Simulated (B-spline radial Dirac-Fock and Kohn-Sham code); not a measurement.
Relativistic shifts of the levels of Rh⁷⁺

System: rhodium as Rh⁷⁺, 1s2 2s2 2p6 3s2 3p6 3d10 4s2 4p6 4d2.

Both columns are ΔSCF binding energies of the configuration average from an atomic code on a B-spline grid: non-relativistic Hartree-Fock with a point nucleus, and Dirac-Fock with a finite nucleus and the Coulomb interaction alone, averaged over the two j levels with weights 2j+1.

```
shell  Hartree-Fock (eV)  Dirac-Fock (eV)  shift (eV)  shift (%)
   1s            22761.3          23421.6     +660.38      +2.90
   2s             3402.4           3560.3     +157.91      +4.64
   2p             3149.8           3193.1      +43.30      +1.37
   3s              732.7            764.1      +31.34      +4.28
   3p              631.8            640.6       +8.73      +1.38
   3d              446.6            441.3       -5.22      -1.17
   4s              202.5            208.4       +5.99      +2.96
   4p              166.6            167.9       +1.37      +0.82
   4d              115.3            114.3       -0.96      -0.83
```

Relativity binds 1s, 2s, 2p, 3s, 3p, 4s, 4p more strongly, among those listed most of all 2s in relative terms, and 3d, 4d more weakly, because the contracted s and p shells screen the nucleus better.

Values without a named source are computed, but for edge energies of neutral atoms, which are taken from tables.
